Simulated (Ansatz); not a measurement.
C$_{4}$H$_{10}$FGaO, singlet, at a GFN2-xTB geometry (such geometries of metal compounds can be far from the true shape), atoms displaced at random by about 0.08 Å a coordinate; Ansatz (an electronic-structure program) with B3LYP/STO-3G, gradient.

Input for Ansatz:
Ansatz 0.2 input:
```yaml
crystal:
  periodic: [false, false, false]
  atoms:
    - {symbol: Ga, position_ang: [0.09290363, -0.25567024, 0.13580860]}
    - {symbol: F, position_ang: [-0.71856649, -0.74799423, 1.55819562]}
    - {symbol: C, position_ang: [2.11599043, -1.03115597, -0.52959869]}
    - {symbol: C, position_ang: [2.24540847, -2.32155501, 0.33776599]}
    - {symbol: H, position_ang: [2.73577964, -0.20042914, -0.54193860]}
    - {symbol: H, position_ang: [1.76842073, -1.30392573, -1.59618678]}
    - {symbol: H, position_ang: [1.48142346, -3.13004763, 0.32923833]}
    - {symbol: H, position_ang: [2.27679425, -1.95222980, 1.42472926]}
    - {symbol: H, position_ang: [3.37578970, -2.67563355, -0.03463066]}
    - {symbol: O, position_ang: [-0.40963579, 1.07270501, -0.91991400]}
    - {symbol: C, position_ang: [-1.33534499, 2.16576756, -0.88713665]}
    - {symbol: C, position_ang: [-2.46532232, 1.95633316, 0.19439091]}
    - {symbol: H, position_ang: [-0.96135472, 3.11536264, -0.87007419]}
    - {symbol: H, position_ang: [-1.91667425, 1.94381745, -1.83827293]}
    - {symbol: H, position_ang: [-2.10791338, 1.80547719, 1.11629707]}
    - {symbol: H, position_ang: [-3.26808050, 2.58071704, -0.02699737]}
    - {symbol: H, position_ang: [-2.76576842, 0.73331645, 0.09493366]}
basis:
  gaussian:
    orbitals: STO-3G
hamiltonian:
  xc: b3lyp
output: {forces: true}
```

Output, abridged:

```
Functional definition: B3LYP
756 factors; integrals over basis functions are off by at most 7.3e-5 eV
mean field evaluation 1: about -59539.9418 eV, gradient 3.5e2 eV
mean field evaluation 2: about -60360.2525 eV, gradient 1.5e2 eV
mean field evaluation 4: about -60694.6216 eV, gradient 6.6e1 eV
mean field evaluation 8: about -60694.6221 eV, gradient 6.6e1 eV
mean field evaluation 16: about -60715.7527 eV, gradient 1.1e-3 eV
mean field -60715.75274190 eV, -2231.2627586496 hartree, gradient 2.3e-5 eV, S^2 0.000000; 0 other end points of the search recorded, 0 dependent functions left out
the calculation of the forces begins
reference -60715.75299611 eV, -2231.2627679915 hartree; 41, 41 occupied and 17, 17 virtual orbitals, 756 factors
Total energy: -60715.75299611 eV, -2231.2627679915 hartree
Atom 0 at     0.092904    -0.255670     0.135809 Å, force    -1.540098     2.260038     0.165370 eV/Å
Atom 1 at    -0.718566    -0.747994     1.558196 Å, force     1.814387     0.998667    -3.053402 eV/Å
Atom 2 at     2.115990    -1.031156    -0.529599 Å, force    -8.666115    -2.289644    -1.830403 eV/Å
Atom 3 at     2.245408    -2.321555     0.337766 Å, force     5.438552     1.176465     0.673709 eV/Å
Atom 4 at     2.735780    -0.200429    -0.541939 Å, force     2.529201     1.611660     0.553077 eV/Å
Atom 5 at     1.768421    -1.303926    -1.596187 Å, force     1.344034     0.439612     1.473446 eV/Å
Atom 6 at     1.481423    -3.130048     0.329238 Å, force     0.231213     0.552469    -0.971161 eV/Å
Atom 7 at     2.276794    -1.952230     1.424729 Å, force     0.517822    -0.986205    -1.319716 eV/Å
Atom 8 at     3.375790    -2.675634    -0.034631 Å, force    -3.463304    -0.132089     1.923793 eV/Å
Atom 9 at    -0.409636     1.072705    -0.919914 Å, force     3.568132    -3.099591     2.416706 eV/Å
Atom 10 at    -1.335345     2.165768    -0.887137 Å, force    -4.406551    -6.239530    -0.551736 eV/Å
Atom 11 at    -2.465322     1.956333     0.194391 Å, force     0.302666    -6.625339    -4.677549 eV/Å
Atom 12 at    -0.961355     3.115363    -0.870074 Å, force     2.212899     3.935233     0.025556 eV/Å
Atom 13 at    -1.916674     1.943817    -1.838273 Å, force     0.452580     1.368323     0.219802 eV/Å
Atom 14 at    -2.107913     1.805477     1.116297 Å, force     1.791534     1.340928     5.289443 eV/Å
Atom 15 at    -3.268080     2.580717    -0.026997 Å, force    -2.253072     1.572033     0.338813 eV/Å
Atom 16 at    -2.765768     0.733316     0.094934 Å, force     0.126119     4.116968    -0.675749 eV/Å
Dipole moment:    -0.147977     0.172092    -0.003654 e Å
```
